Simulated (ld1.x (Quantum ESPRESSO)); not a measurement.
## sulfur, PAW: configuration errors across variants

ld1.x (Quantum ESPRESSO) 7.5 input, shortened:

```
&input
   title='S', zed=16., rel=0, dft='BLYP', iswitch=3,
   config='[Ne] 3s2 3p4'
 /
 &inputp
   pseudotype=3, lpaw=.true., tm=.true., lloc=-2, rcloc=1.70,
   nlcc=.true., rcore=1.10,
   which_augfun='PSQ', rmatch_augfun_nc=.true.
 /
4
3S  1  0   2.00   0.00  1.00  1.40  0.0
3S  1  0   0.00  -0.85  1.00  1.40  0.0
3P  2  1   4.00   0.00  1.50  1.90  0.0
3P  2  1   0.00   1.75  1.50  1.90  0.0
 &test
   configts(1)='3s2 3p4'
 /
```

All-electron excitation energies from the reference (eV): (1) 3s2 3p3 11.633; (2) 3s2 3p2 33.782; (3) 3s2 3p1 67.717; (4) 3s0 3p6 20.495; (5) 3s1 3p5 10.186; (6) 3s2 3p3.5 4.593; (7) 3s1 3p4 22.368.

3 further variants failed, have other tests or another functional or relativity, and are left out.

Errors AE − PS in meV (a dash: test not solved or not reliable):

| change | (1) | (2) | (3) | (4) | (5) | (6) | (7) | bound ghosts |
| --- | --- | --- | --- | --- | --- | --- | --- | --- |
| base | -0.6 | -6.8 | -33 | +7.1 | +1.5 | -0.1 | +0.1 | none |
| local potential all-electron potential smoothed inside 0.92 bohr (lloc = -2) | -0.6 | -6.5 | -31 | +5.8 | +1.3 | -0.1 | +0.4 | none |
| local potential all-electron potential smoothed inside 1.15 bohr (lloc = -1) | -0.6 | -6.5 | -30 | +5.8 | +1.4 | -0.1 | +0.4 | none |
| type ultrasoft; local potential all-electron potential smoothed inside 1.35 bohr (lloc = -1); augmentation built from norm-conserving waves at rcut, not smoothed further | +2.2 | +19 | +76 | +50 | +10 | +0.4 | +10 | none |
| wave 3p channel at 1.75 Ry: rcut 1.50, rcutus 1.90 bohr becomes 3p channel at 0.09 Ry: rcut 1.50, rcutus 1.90 bohr | -0.8 | -7.5 | -34 | +7.5 | +1.6 | -0.1 | +0.7 | none |
| augmentation PSQ, radius 1.05 bohr | -0.6 | -6.8 | -32 | +1.6 | +0.2 | -0.1 | -0.8 | none |

(1) Give the same row for: all radii but the core radius scaled by about 1.15 (s 1.60, p 2.18 bohr, rcut 1.14/1.72); local potential all-electron potential smoothed inside 1.96 bohr (lloc = -2).

Results:

(1) -0.5, -7.1, -33, –, –, –, –; bound ghosts: none.
